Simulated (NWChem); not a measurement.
System: C2H8OSi; SMILES [SiH3]CCO

Input file for NWChem:

```
start job
memory heap 200 mb stack 900 mb global 1100 mb
geometry units angstroms
  O      2.216689    -0.858649     0.235321
  C      0.864508    -0.595152     0.533900
  C      0.190892     0.304428    -0.494937
  Si    -1.660284     0.566455    -0.152244
  H      2.680905    -0.018828     0.142864
  H      0.383017    -1.575116     0.557948
  H      0.778320    -0.146605     1.535084
  H      0.330518    -0.137436    -1.483477
  H      0.705700     1.269388    -0.509791
  H     -1.825712     1.183122     1.166153
  H     -2.199279     1.456980    -1.181202
  H     -2.353443    -0.721416    -0.185033
end
basis spherical
  * library 6-31g*
end
dft
  xc b3lyp
  iterations 150
end
driver
  maxiter 120
end
task dft optimize
task dft freq
```

B3LYP is NWChem's, with the RPA form of VWN correlation.

The level has its own optimisation; frequencies are unscaled.

Give the results of this calculation. (B3LYP/6-31G* (spherical d).) Quantities: r C–O (Å); r H–O (Å); r C–C (Å); r C–Si (Å); highest harmonic frequency (cm⁻¹); lowest (cm⁻¹); zero-point energy (kcal/mol); dipole (D).


```
Quantity                           Result
---------------------------------  ------
r C–O (Å)                           1.423
r H–O (Å)                           0.970
r C–C (Å)                           1.533
r C–Si (Å)                          1.898
highest harmonic frequency (cm⁻¹)    3732
lowest (cm⁻¹)                         109
zero-point energy (kcal/mol)         59.9
dipole (D)                           1.44
```
